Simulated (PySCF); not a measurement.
PySCF input file for C2H5NO2Si, SMILES C(=O)/N=C/O[SiH3], PBE-D3(BJ)/def2-SVP. Geometry: PBE-D3(BJ)/def2-SVP. The structure was generated by enumeration; whether it is a known compound was not checked. One conformer was computed; it need not be the lowest.

```python
import numpy as np
from pyscf import gto, scf, dft, df
from pyscf.hessian import thermo

mol = gto.M(
    atom='''
    O    -2.61049550    1.05802746    0.80037884
    C    -1.75223403    0.32188731    1.25313754
    N    -0.54243659   -0.01654389    0.62217307
    C    -0.49712042   -0.01351133   -0.66702166
    O     0.64178015   -0.22723272   -1.30931371
    Si    2.06330799   -0.48024878   -0.31420243
    H    -1.83389502   -0.14503976    2.27233289
    H    -1.37364890    0.14240368   -1.33206747
    H     2.34067827    0.72869786    0.52154099
    H     1.90470975   -1.72674796    0.49727490
    H     3.11874969   -0.65663737   -1.36067501
    ''',
    basis='def2-SVP',
    charge=0,
    spin=0,
    max_memory=1600,
    verbose=3,
)
mf = dft.RKS(mol, xc='pbe').density_fit(auxbasis='def2-universal-jkfit')
mf.disp = 'd3bj'
mf.grids.level = 3
mf.conv_tol = 1e-11
mf.max_cycle = 100
mf.kernel()

# [left out here: the lines that compute and print the analytic Hessian (its translational invariance restored by hand, since the grid's response is missing), thermochemistry and intensities]
```

It prints:

```
[...]
Mode                                 6                   7                   8
Irrep
Freq [cm^-1]                      559.1355            669.9377            678.3651
Reduced mass [au]                   2.8572              1.2514              6.6212
Force const [Dyne/A]                0.5263              0.3309              1.7952
Char temp [K]                     804.4715            963.8911            976.0163
Normal mode                   x     y     z       x     y     z       x     y     z
       0   O                 0.07 -0.03 -0.02   -0.00  0.00  0.00   -0.01  0.01 -0.00
       1   C                 0.05 -0.04 -0.01    0.00  0.00 -0.00   -0.01  0.00  0.01
       2   N                -0.03  0.05 -0.07    0.01  0.02 -0.00    0.02 -0.00  0.02
       3   C                -0.11  0.04 -0.06   -0.00 -0.03  0.00   -0.06  0.00  0.00
       4   O                -0.07  0.00  0.09    0.02  0.08  0.01   -0.11  0.03 -0.14
       5  Si                 0.03 -0.00  0.03   -0.02 -0.05  0.00    0.09 -0.02  0.05
       6   H                 0.06 -0.07 -0.02    0.00 -0.00 -0.00   -0.05 -0.02 -0.00
       7   H                -0.10 -0.01 -0.08   -0.01 -0.10 -0.00   -0.15  0.02  0.12
       8   H                 0.29 -0.06  0.03   -0.47  0.23 -0.26   -0.03  0.02  0.03
       9   H                 0.26 -0.05  0.02    0.58  0.04  0.26    0.02 -0.00  0.06
      10   H                -0.24  0.04 -0.24   -0.01  0.16 -0.03    0.18 -0.03  0.14
Mode                                 9                  10                  11
Irrep
Freq [cm^-1]                      688.5668            797.1904            894.6803
Reduced mass [au]                   1.7292              4.9209              1.0386
Force const [Dyne/A]                0.4831              1.8426              0.4898
Char temp [K]                     990.6943           1146.9795           1287.2457
Normal mode                   x     y     z       x     y     z       x     y     z
       0   O                -0.07  0.03  0.03    0.07 -0.02 -0.04   -0.00  0.00 -0.00
       1   C                -0.02  0.03 -0.05   -0.07 -0.04  0.15   -0.00 -0.00  0.00
       2   N                 0.07 -0.05  0.02   -0.09  0.05  0.01    0.00  0.00 -0.00
       3   C                 0.05 -0.03  0.01    0.04  0.02 -0.00   -0.00  0.00 -0.01
       4   O                 0.00  0.01 -0.07    0.05 -0.02 -0.10   -0.00  0.00  0.01
       5  Si                -0.02  0.01  0.04   -0.02  0.00  0.01   -0.01  0.00  0.03
       6   H                -0.02  0.01 -0.06   -0.10  0.04  0.18   -0.01 -0.00  0.00
       7   H                 0.01  0.04  0.08    0.08 -0.09 -0.07   -0.00 -0.01 -0.01
       8   H                 0.38 -0.07  0.02    0.17 -0.05  0.02    0.21  0.33 -0.52
       9   H                 0.30 -0.07 -0.01    0.18 -0.02  0.02    0.11 -0.38 -0.56
      10   H                -0.40  0.05 -0.36   -0.09  0.02 -0.07    0.17 -0.07  0.20
Mode                                12                  13                  14
Irrep
Freq [cm^-1]                      901.2784            923.6515            981.5611
Reduced mass [au]                   1.1222              1.0476              1.6023
Force const [Dyne/A]                0.5371              0.5266              0.9095
Char temp [K]                    1296.7390           1328.9289           1412.2479
Normal mode                   x     y     z       x     y     z       x     y     z
       0   O                 0.01 -0.00 -0.00   -0.00  0.00  0.00    0.01 -0.01 -0.01
       1   C                -0.00 -0.01  0.01   -0.00 -0.00 -0.00    0.00  0.03  0.05
       2   N                -0.02  0.01  0.00    0.00 -0.00 -0.00   -0.00  0.05 -0.01
       3   C                 0.03  0.01 -0.01   -0.00  0.00  0.00   -0.04 -0.15 -0.01
       4   O                -0.01 -0.00 -0.01   -0.00  0.00  0.00    0.02  0.02 -0.00
       5  Si                 0.04 -0.01  0.03   -0.01 -0.04 -0.00    0.00  0.00  0.00
       6   H                 0.00  0.02  0.02    0.00  0.01  0.00   -0.12 -0.17 -0.05
       7   H                 0.01 -0.07 -0.01   -0.00  0.01  0.00    0.10  0.73  0.01
       8   H                -0.39  0.24 -0.19    0.38  0.08 -0.26   -0.02  0.02 -0.01
       9   H                -0.47 -0.06 -0.16   -0.26  0.17  0.23   -0.06 -0.01 -0.02
      10   H                -0.41  0.13 -0.44    0.17  0.74  0.05   -0.04  0.00 -0.04
Mode                                15                  16                  17
Irrep
Freq [cm^-1]                     1006.6854           1093.3035           1268.1190
Reduced mass [au]                   1.7814              5.5181              1.4607
Force const [Dyne/A]                1.0636              3.8862              1.3840
Char temp [K]                    1448.3962           1573.0203           1824.5409
Normal mode                   x     y     z       x     y     z       x     y     z
       0   O                -0.02 -0.04 -0.02   -0.02  0.02 -0.02   -0.00  0.00 -0.00
       1   C                 0.09  0.14  0.06   -0.09  0.00  0.11    0.01 -0.00 -0.01
       2   N                -0.04 -0.05  0.00    0.16 -0.04 -0.02   -0.02 -0.00 -0.01
       3   C                 0.00  0.03 -0.00   -0.08  0.03 -0.10   -0.08  0.03  0.01
       4   O                 0.01 -0.00 -0.01    0.03 -0.01  0.03    0.12 -0.02 -0.02
       5  Si                -0.00 -0.00 -0.00    0.01 -0.00 -0.00   -0.00  0.00 -0.00
       6   H                -0.30 -0.56 -0.28   -0.26  0.01  0.10    0.05 -0.01 -0.01
       7   H                -0.01 -0.20 -0.04   -0.07 -0.07 -0.14   -0.54  0.05  0.61
       8   H                 0.01  0.00 -0.01   -0.06  0.01  0.00   -0.01  0.02 -0.02
       9   H                 0.01  0.00  0.01   -0.06  0.01  0.00   -0.01 -0.01 -0.02
      10   H                -0.00  0.01 -0.00   -0.00  0.00 -0.02   -0.03  0.01 -0.03
Mode                                18                  19                  20
Irrep
Freq [cm^-1]                     1341.1200           1361.9892           1634.4281
Reduced mass [au]                   3.0297              1.2457              8.8984
Force const [Dyne/A]                3.2106              1.3614             14.0053
Char temp [K]                    1929.5731           1959.5992           2351.5781
Normal mode                   x     y     z       x     y     z       x     y     z
       0   O                -0.01  0.02 -0.03   -0.02  0.03 -0.04   -0.02  0.02 -0.01
       1   C                -0.05  0.00  0.08   -0.03 -0.00  0.03    0.05 -0.04  0.01
       2   N                 0.01 -0.01 -0.11    0.02 -0.01  0.05   -0.04  0.01  0.16
       3   C                 0.15 -0.02 -0.02   -0.07  0.01  0.02    0.06 -0.02 -0.20
       4   O                -0.08  0.01  0.05    0.03 -0.01 -0.02   -0.02  0.00  0.02
       5  Si                 0.00 -0.00 -0.00    0.00 -0.00  0.00   -0.00  0.00 -0.00
       6   H                 0.25 -0.20  0.02    0.76 -0.39 -0.07    0.05 -0.03  0.02
       7   H                -0.14  0.01  0.38    0.09 -0.00 -0.20   -0.16  0.05  0.06
       8   H                -0.00 -0.02  0.01   -0.01  0.01 -0.01    0.01 -0.03  0.00
       9   H                 0.01  0.02  0.01   -0.01 -0.01 -0.01    0.02  0.02  0.01
      10   H                 0.03 -0.01  0.04   -0.02  0.00 -0.02    0.02 -0.00  0.03
Mode                                21                  22                  23
Irrep
Freq [cm^-1]                     1745.9986           2201.3831           2217.3490
Reduced mass [au]                   9.6196              1.0174              1.0521
Force const [Dyne/A]               17.2780              2.9049              3.0478
Char temp [K]                    2512.1032           3167.3002           3190.2716
Normal mode                   x     y     z       x     y     z       x     y     z
       0   O                -0.11  0.09 -0.06    0.00 -0.00  0.00    0.00 -0.00  0.00
       1   C                 0.16 -0.13  0.07   -0.00  0.00  0.00   -0.00  0.00  0.00
       2   N                -0.00  0.01 -0.04    0.00 -0.00 -0.00    0.00 -0.00  0.00
       3   C                -0.02  0.00  0.05   -0.00  0.00  0.00    0.00 -0.00 -0.00
       4   O                 0.01 -0.00 -0.01    0.00 -0.00 -0.00   -0.00  0.00 -0.00
       5  Si                -0.00  0.00  0.00    0.01 -0.00  0.01    0.02 -0.00 -0.03
       6   H                -0.11  0.01  0.11    0.00 -0.00  0.00    0.00 -0.00  0.00
       7   H                 0.06  0.00 -0.03    0.00 -0.00 -0.00   -0.00  0.00  0.00
       8   H                 0.00  0.00 -0.00   -0.10 -0.48 -0.33    0.07  0.28  0.18
       9   H                 0.00 -0.01 -0.00    0.07  0.50 -0.33   -0.04 -0.32  0.20
      10   H                -0.01  0.00 -0.00   -0.36  0.06  0.36   -0.59  0.10  0.58
Mode                                24                  25                  26
Irrep
Freq [cm^-1]                     2223.3698           2894.4076           3038.8665
Reduced mass [au]                   1.0548              1.0873              1.0923
Force const [Dyne/A]                3.0723              5.3671              5.9430
Char temp [K]                    3198.9341           4164.4082           4372.2523
Normal mode                   x     y     z       x     y     z       x     y     z
       0   O                 0.00 -0.00  0.00    0.00 -0.00  0.00    0.00 -0.00  0.00
       1   C                -0.00  0.00 -0.00    0.01  0.03 -0.07   -0.00  0.00  0.00
       2   N                -0.00 -0.00  0.00    0.00 -0.00 -0.00   -0.00  0.00  0.00
       3   C                 0.00  0.00 -0.00   -0.00  0.00  0.00   -0.06  0.01 -0.05
       4   O                -0.00  0.00 -0.00    0.00 -0.00 -0.00    0.00  0.00 -0.00
       5  Si                 0.01  0.04  0.00   -0.00  0.00 -0.00    0.00 -0.00  0.00
       6   H                 0.00  0.00 -0.00   -0.08 -0.39  0.87    0.00  0.00 -0.01
       7   H                 0.00  0.00 -0.00    0.01 -0.00  0.01    0.75 -0.13  0.57
       8   H                -0.12 -0.57 -0.40    0.00  0.00  0.00   -0.00 -0.00 -0.00
       9   H                -0.08 -0.55  0.37    0.00 -0.00  0.00   -0.00  0.00 -0.00
      10   H                 0.02  0.01 -0.01    0.00 -0.00 -0.00   -0.00  0.00  0.00
temperature 298.1500 [K]
pressure 101325.00 [Pa]
Rotational constants [GHz] 10.04819 1.36841 1.24247
Symmetry number 1
Zero-point energy (ZPE) 0.06898 [Eh]   181098.892 [J/mol]
                           tot       elec      trans        rot        vib
Entropy [J/mol/K]       353.818      0.000    166.567    114.363     72.888
Cv [J/mol/K]            101.863      0.000     12.472     12.472     76.920
Cp [J/mol/K]            110.177      0.000     20.786     12.472     76.920
Internal energy [J/mol]                      3718.434   3718.434 192742.058
Internal energy [Eh]   -573.08603  -573.16228
Enthalpy [J/mol]                             6197.391   3718.434 192742.058
Enthalpy [Eh]          -573.08509
Gibbs free energy [J/mol]                  -43464.595 -30379.006 171010.592
Gibbs free energy [Eh] -573.12527
mode   freq/cm-1   IR/(km/mol)
   1       60.64         3.722
   2      109.26         6.070
   3      174.25         5.989
   4      225.02         2.100
   5      283.19        20.756
   6      303.61         5.384
   7      559.14         0.801
   8      669.94        45.945
   9      678.37        67.864
  10      688.57        35.874
  11      797.19       164.172
  12      894.68        41.188
  13      901.28       285.563
  14      923.65        60.778
  15      981.56        23.284
  16     1006.69         1.756
  17     1093.30       185.971
  18     1268.12       104.176
  19     1341.12        32.296
  20     1361.99        25.084
  21     1634.43       688.310
  22     1746.00       154.385
  23     2201.38        38.984
  24     2217.35       100.250
  25     2223.37        86.344
  26     2894.41       105.825
  27     3038.87        13.676
max |gradient| / (hartree/bohr): 8.678058408501797e-05
APT charges: [-0.6705  1.0941 -0.9398  0.9028 -1.0127  1.3401 -0.0546  0.0359 -0.2315
 -0.2333 -0.2306]
```

The run converged.
